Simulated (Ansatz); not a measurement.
Reactions of C₃H₇In, SMILES `C=C[CH2][InH2]`.

Gas-phase electronic energies from Ansatz, PBE0-D4/def2-TZVP geometries. CBS: MP2 limit from def2 TZ/QZ plus the TZ coupled-cluster correction, frozen cores. This one scheme is used for every species. DFT in def2-TZVPP. Triplets are unrestricted, without spin–orbit coupling. def2 core potentials past Kr. For Ge, In outer-core shells are correlated without core-valence functions, which leaves a few kJ/mol of doubt a bond. Scalar relativity is left out up to krypton. Each species was taken in one conformer, which may not be the lowest.

| reaction | CCSD(T)/CBS(def2) (kcal/mol) |
| --- | --- |
| `C=C[CH2][InH2]` + `CCl` → `C=CCCCl` + `[InH3]` | 7.3 |
| `C=C[CH2][InH2]` → `C=[CH][InH2]` + `[CH2]` (triplet) | ? |
| `C=C[CH2][InH2]` + `C[NH][GeH2][F]` → `C[NH][InH2]` + `C=C[CH2][GeH2][F]` | ? |
| `C=C[CH2][InH2]` + H–F → `F[CH2][InH2]` + ethylene | 24.4 |
| `C=C[CH2][InH2]` + HCl → `[Cl][InH2]` + propene | -33.3 |
| `C=C[CH2][InH2]` + `OC([SiH3])O[SiH3]` → `[SiH3]O[CH]([SiH3])[InH2]` + `C=CCO` | 7.5 |
| `C=C[CH2][InH2]` + `[F][Al]([F])[Cl]` → `C=C[CH2][InH][Cl]` + `[F][AlH][F]` | 3.6 |
| `C=C[CH2][InH2]` + `[CH3][GeH3]` → `C=C[CH2][GeH3]` + `[CH3][InH2]` | ? |
| `C=C[CH2][InH2]` + `C[NH][GeH3]` → `C[N]([GeH3])[InH2]` + propene | -11.4 |

Q: Fill in the missing values. (Estimate.)

A: The calculation gave: `C=C[CH2][InH2]` → `C=[CH][InH2]` + `[CH2]` (triplet): +108.4 kcal/mol; `C=C[CH2][InH2]` + `C[NH][GeH2][F]` → `C[NH][InH2]` + `C=C[CH2][GeH2][F]`: -0.6 kcal/mol; `C=C[CH2][InH2]` + `[CH3][GeH3]` → `C=C[CH2][GeH3]` + `[CH3][InH2]`: +3.3 kcal/mol.

Largest T1 diagnostic: 0.016, for `C[NH][InH2]`.
